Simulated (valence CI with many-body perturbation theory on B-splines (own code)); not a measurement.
The numbers below are computed, except where a source is named.
**Au XLI: input, log and results**

The program does CI of the valence electrons with many-body perturbation theory for a frozen closed Dirac-Fock core.

Command, and the settings that its task file holds:

```sh
python run_cv.py task.json out
```

```
atom Au  Z=79  mass_number=197  rms_radius_fm=5.4371
core [Kr] 4d1
valence 4d3
avg = 1
basis = S
breit = 1
cap = 10000
capref = 1200
cscale = 1
de = 0.0
dress = 0
eps = 2e-08
extrap = 1
h = 0.27
hh = 1
l2 = 3
lcore = 6
maxit = 60
n2 = 5
natural = 1
nlev = 21
nno = [3, 3, 3, 3, 1]
nroot = 26
nsp = [3, 3, 2, 2, 0]
pt2 = 1
qed = 1
rpa = 1
s1 = 1
s2 = 1
s3 = 1
screen = 1
tol = 2e-05
whole = 1
```

Question: What became of the run, and why?

Answer: It gave no result: the perturbation theory needs a core of closed shells. The program said: "the core must hold closed shells only".
